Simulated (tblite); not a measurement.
Compound: C₈H₈F₂.
InChI=1S/C8H8F2/c1-8-3-5(2-7(8)10)6(9)4-8/h2,4-5H,3H2,1H3/t5-,8+/m0/s1

Level: GFN2-xTB in tblite, geometry and Hessian alike; calculated harmonic values, unscaled, isolated species. Errors from tens to a few hundred cm⁻¹ against measured bands are possible.

Harmonic wavenumbers (cm⁻¹): 140.1, 164.1, 210.7, 234.8, 258.8, 368.1, 372.0, 446.0, 491.8, 505.9, 562.2, 607.8, 625.5, 700.6, 767.0, 776.9, 790.0, 899.9, 916.7, 944.6, 959.3, 990.7, 1006.6, 1061.8, 1096.4, 1115.7, 1141.3, 1171.7, 1181.5, 1202.0, 1223.1, 1243.0, 1270.8, 1326.5, 1409.3, 1481.0, 1486.1, 1487.4, 1697.4, 1715.3, 3003.7, 3006.3, 3037.8, 3040.2, 3042.8, 3043.9, 3174.7, 3178.8.

A = 2248, B = 1169, C = 1023 MHz; mass 142.059 u (most abundant isotopes); point group C1, symmetry number 1.

Task: What is the zero-point energy?

Result: ½Σν̃ = 30289 cm⁻¹ = 362.34 kJ/mol.

Task: Give the ideal-gas entropy at 298.15 K and 1 bar in the rigid-rotor, harmonic-oscillator model (classical rotation).

Result: Translation 170.67, rotation 122.05, vibration 78.44: S = 371.2 J/(mol K).

Task: And Cp and H(298.15 K) − H(0)?

Result: Cp = 148.47 J/(mol K), of which vibrations give 115.21 (their classical limit is 48 R = 399.1); H(298.15 K) − H(0) = 24.50 kJ/mol without the zero-point energy, 14.58 from vibrations.

Task: How do the functions run with temperature in this model?

Result: 
| T (K) | S (J/(mol K)) | Cp (J/(mol K)) | H − H(0) (kJ/mol) | G − H(0) (kJ/mol) | ln q(vib) |
| --- | --- | --- | --- | --- | --- |
| 100 | 267.7 | 59.0 | 4.16 | -22.62 | 0.36 |
| 200 | 321.7 | 102.4 | 12.20 | -52.15 | 1.75 |
| 300 | 372.1 | 149.3 | 24.77 | -86.85 | 3.59 |
| 500 | 468.5 | 230.4 | 63.23 | -171.04 | 7.87 |
| 800 | 594.4 | 303.2 | 144.42 | -331.10 | 14.62 |
| 1000 | 665.4 | 332.9 | 208.21 | -457.24 | 18.95 |

q(vib) and H(0) count from the zero-point level.

Task: What must be added to the electronic energy to get the Gibbs energy at 298.15 K and 1 bar?

Result: ZPE + [H(298.15 K) − H(0)] − T·S = 362.34 + 24.50 − 110.66 = 276.18 kJ/mol.

Task: Which modes carry the vibrational entropy at 298.15 K?

Result: 140.1 cm⁻¹: 11.73; 164.1 cm⁻¹: 10.47; 210.7 cm⁻¹: 8.53; 234.8 cm⁻¹: 7.71; 258.8 cm⁻¹: 6.99; 368.1 cm⁻¹: 4.55 J/(mol K); the other 42 give 28.48 together.

Task: Blend soft modes into free rotors: weight 1/[1 + (100 cm⁻¹/ν̃)⁴] for the oscillator and the rest for a rotor with moment μB/(μ + B), μ = h/(8π²ν), B = 10⁻⁴⁴ kg m². What vibrational entropy results?

Result: 78.23 J/(mol K) in place of 78.44, which changes −T·S at 298.15 K by +0.06 kJ/mol.

Hindered rotation and anharmonicity are outside this model. The structure is chiral; the term R ln 2 for an equal mix with its mirror image is left out.
